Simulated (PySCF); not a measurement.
A GIAO shielding run with PySCF (density fitting, non-relativistic, gas phase) on `C=C=CC[C@H](C)C(F)F`, C7H10F2:

```
$ OMP_NUM_THREADS=1 python probes_run.py task.json out

{"job": {"kind": "nmr", "xc": "PBE0", "basis": "pcSseg-1"}, "charge": 0, "multiplicity": 1}
C      3.407440     0.607486     0.358415
C      2.301503     0.007929     0.658956
C      1.187542    -0.592750     0.944510
C      0.147932    -0.966924    -0.075778
C     -1.167428    -0.204029     0.138535
C     -2.262928    -0.701253    -0.802479
C     -0.932761     1.290229    -0.070830
F     -2.041342     2.005815     0.250344
F     -0.666914     1.576951    -1.368941
H      3.483204     1.683236     0.342556
H      4.305109     0.061175     0.116820
H      0.958137    -0.847923     1.971583
H      0.522835    -0.764360    -1.080479
H     -0.060869    -2.036600     0.004608
H     -1.495141    -0.322124     1.177470
H     -3.183077    -0.145467    -0.636252
H     -2.456401    -1.756899    -0.630252
H     -1.958664    -0.565899    -1.837971
H     -0.097982     1.680660     0.531721
```

Hardware: 1 thread of an Arm Neoverse N1, shared host. The job also computes population analyses, field gradients.

**Question.** How large is the calculation?

**Answer.** 70 electrons, 203 basis functions and 1047 auxiliary functions.

**Question.** How long does it take, and how much memory does it need?

**Answer.** 81 s of wall time, with 14 SCF cycles and 5 response iterations; peak memory 0.91 GiB. Times on a shared host scatter by some tens of per cent.
